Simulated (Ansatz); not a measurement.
Geometry optimisation, RKS PBE-D4/def2-SVP in Ansatz 0.2.0.

input.yaml

```yaml
crystal:
  periodic: [false, false, false]
  atoms:
    - { symbol: "N", position_ang: [-1.112, 1.7485, 0.027] }
    - { symbol: Si, position_ang: [-0.3798, 0.6042, 0.9466] }
    - { symbol: C, position_ang: [1.0772, -0.178, 0.1945] }
    - { symbol: F, position_ang: [1.9558, 0.7631, -0.4281] }
    - { symbol: Si, position_ang: [0.5441, -1.4474, -1.0174] }
    - { symbol: H, position_ang: [-1.6117, 1.3958, -0.7982] }
    - { symbol: H, position_ang: [-1.8738, 2.2265, 0.5677] }
    - { symbol: H, position_ang: [-1.395, -0.3488, 1.2964] }
    - { symbol: H, position_ang: [-0.0215, 1.3126, 2.2511] }
    - { symbol: H, position_ang: [1.737, -0.6377, 1.0033] }
    - { symbol: H, position_ang: [-0.3619, -0.8829, -2.0312] }
    - { symbol: H, position_ang: [1.7131, -2.083, -1.6626] }
    - { symbol: H, position_ang: [-0.251, -2.5077, -0.3343] }
basis:
  gaussian: { orbitals: def2-SVP }
hamiltonian:
  xc: pbe
  dispersion: d4
relax:
  f_tol: 0.02
  max_steps: 50
```

Run as:

```bash
$ ansatz run input.yaml --threads 2 --pin off --max-ram 3072MiB --backend cpu --events-out ev --progress --plain --runs-dir out
```

**Question.** Where does it end, and by what steps?

**Answer.** It converged. After 14 steps the energy has fallen by 0.743 eV; H8 moved furthest, 0.64 Å.

```
step  energy less start (eV)  largest force component (eV/Å)  accepted
   0                  0.0000                           3.334       yes
   1                 -0.5704                           1.480       yes
   2                 -0.7007                           0.448       yes
   3                 -0.7007                           0.524        no
   4                 -0.7180                           0.467       yes
   5                 -0.7309                           0.179       yes
   6                 -0.7347                           0.124       yes
   7                 -0.7384                           0.208       yes
   8                 -0.7404                           0.082       yes
   9                 -0.7414                           0.030       yes
  10                 -0.7422                           0.031       yes
  11                 -0.7424                           0.084       yes
  12                 -0.7426                           0.022       yes
  13                 -0.7426                           0.074        no
  14                 -0.7427                           0.008       yes
```

```xyz
13
Properties=species:S:1:pos:R:3
N -1.321 1.548 -0.043
Si -0.407 0.652 1.133
C 1.050 -0.264 0.301
F 1.978 0.682 -0.194
Si 0.561 -1.407 -1.150
H -1.914 1.075 -0.728
H -1.722 2.448 0.225
H -1.162 -0.422 1.891
H 0.130 1.665 2.104
H 1.552 -0.884 1.084
H -0.154 -0.609 -2.205
H 1.788 -2.028 -1.756
H -0.358 -2.490 -0.646
```

Run time: 34 s on 2 threads of Arm Neoverse V2 (shared host), peak memory 0.16 GiB.
